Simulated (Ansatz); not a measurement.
The same path of C3H8SSi (13 atoms, charge 0, multiplicity 1) was run twice with different band settings. The coordinate that changes most is the dihedral H8–C1–S2–C3.

Theory: RKS CAM-B3LYP-D4/6-31G* (Ansatz).

Relaxed end points:

```xyz
13
Properties=species:S:1:pos:R:3
C -2.545 -0.050 1.252
S -1.177 -1.228 1.063
C -0.043 -0.252 0.137
C 1.137 -0.687 -0.317
Si 2.288 0.413 -1.268
H -3.308 -0.546 1.855
H -2.979 0.214 0.285
H -2.219 0.852 1.774
H -0.372 0.771 -0.042
H 1.421 -1.720 -0.115
H 3.593 0.576 -0.576
H 2.572 -0.126 -2.624
H 1.652 1.749 -1.408
```

```xyz
13
Properties=species:S:1:pos:R:3
C -2.754 -0.143 0.661
S -1.454 -1.350 0.284
C -0.092 -0.273 -0.003
C 1.151 -0.681 -0.279
Si 2.531 0.520 -0.586
H -2.518 0.428 1.561
H -3.670 -0.710 0.838
H -2.920 0.534 -0.179
H -0.338 0.786 0.057
H 1.345 -1.753 -0.324
H 3.641 0.347 0.387
H 3.108 0.361 -1.947
H 1.990 1.898 -0.454
```

Common settings: movable images 7; climbing image yes; spring 5.0 eV/Å²; optimiser quadratic models (default); force threshold 0.03 eV/Å; end points relaxed.

| run | start path | iteration limit |
| --- | --- | --- |
| 1 | IDPP | 52 |
| 2 | straight line | 60 |

(1) What does each run give, and how far can it be trusted?

Answers

(1) Run 1: converged after 9 iterations, highest image 0.052 eV above the first end. A vibrational analysis at the climbing image gives one clearly imaginary mode, 150i cm⁻¹: a first-order saddle point.
Run 2: converged after 12 iterations, highest image 0.052 eV above the first end. Another band between the same ends (7 images) ends at a top of the same energy, where a vibrational analysis finds 1 clearly imaginary mode.
